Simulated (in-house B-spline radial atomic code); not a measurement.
Inner levels of thallium as electrons are removed. A shift is the extra binding of the orbital against the neutral atom ([Xe] 4f14 5d10 6s2 6p1/2(1)). The density at the nucleus is averaged over the nuclear charge. Computed with an all-electron radial atomic-structure program (B-spline basis): Dirac-Hartree-Fock, jj configuration that fills j = l - 1/2 first, finite nuclei.

A number in brackets counts the electrons of a j subshell.

```csv
ion,configuration,shift of 3d3/2 (eV),shift of 4p1/2 (eV),shift of 3s1/2 (eV),radius of 3d3/2 (bohr),radius of 4p1/2 (bohr),radius of 3s1/2 (bohr),Σ<r²> (bohr²),change of density at nucleus (bohr⁻³)
Tl23+,[Kr] 4d10 4f5/2(6) 4f7/2(6),616.26,589.75,612.77,0.15939,0.38831,0.17652,6.7407,-3139.93
Tl24+,[Kr] 4d10 4f5/2(6) 4f7/2(5),673.24,640.5,669.24,0.15937,0.38663,0.17649,6.4058,-2980.9
Tl25+,[Kr] 4d10 4f5/2(6) 4f7/2(4),731.79,692.27,727.25,0.15934,0.38492,0.17646,6.0888,-2810.99
Tl26+,[Kr] 4d10 4f5/2(6) 4f7/2(3),791.89,745.04,786.76,0.15932,0.38316,0.17642,5.7881,-2630.2
Tl27+,[Kr] 4d10 4f5/2(6) 4f7/2(2),?,?,?,?,?,?,?,?
Tl28+,[Kr] 4d10 4f5/2(6) 4f7/2(1),916.67,853.47,910.22,0.15924,0.37953,0.17632,5.2303,-2236.01
Tl29+,[Kr] 4d10 4f5/2(6),?,?,?,?,?,?,?,?
Tl30+,[Kr] 4d10 4f5/2(5),1046.17,964.25,1040.12,0.15904,0.3758,0.17621,4.7269,-1790
Tl31+,[Kr] 4d10 4f5/2(4),1112.4,1020.28,1107.54,0.15887,0.37393,0.17614,4.4935,-1546.38
Tl32+,[Kr] 4d10 4f5/2(3),1179.98,1077.18,1176.35,0.1587,0.37203,0.17606,4.2701,-1291.76
Tl33+,[Kr] 4d10 4f5/2(2),1248.91,1134.94,1246.56,0.15852,0.37013,0.17598,4.0561,-1026.21
Tl34+,[Kr] 4d10 4f5/2(1),1319.17,1193.55,1318.13,0.15832,0.36823,0.17589,3.8509,-749.69
Tl35+,[Kr] 4d10,?,?,?,?,?,?,?,?
Tl36+,[Kr] 4d3/2(4) 4d5/2(5),1462.9,1312.21,1461.75,0.15793,0.36458,0.17567,3.4439,-76.56
Tl37+,[Kr] 4d3/2(4) 4d5/2(4),1536,1372.01,1533.32,0.15773,0.36286,0.17553,3.2393,318.59
```

Question: Fill in the row of Tl27+.

Answer: shift of 3d3/2 (eV): 853.52; shift of 4p1/2 (eV): 798.78; shift of 3s1/2 (eV): 847.76; radius of 3d3/2 (bohr): 0.15928; radius of 4p1/2 (bohr): 0.38136; radius of 3s1/2 (bohr): 0.17637; Σ<r²> (bohr²): 5.5023; change of density at nucleus (bohr⁻³): -2438.52.

Question: Fill in the row of Tl29+.

Answer: shift of 3d3/2 (eV): 981.32; shift of 4p1/2 (eV): 909.1; shift of 3s1/2 (eV): 974.13; radius of 3d3/2 (bohr): 0.15919; radius of 4p1/2 (bohr): 0.37767; radius of 3s1/2 (bohr): 0.17627; Σ<r²> (bohr²): 4.9711; change of density at nucleus (bohr⁻³): -2022.65.

Question: Fill in the row of Tl35+.

Answer: shift of 3d3/2 (eV): 1390.75; shift of 4p1/2 (eV): 1253.01; shift of 3s1/2 (eV): 1391.07; radius of 3d3/2 (bohr): 0.15812; radius of 4p1/2 (bohr): 0.36631; radius of 3s1/2 (bohr): 0.1758; Σ<r²> (bohr²): 3.654; change of density at nucleus (bohr⁻³): -462.22.
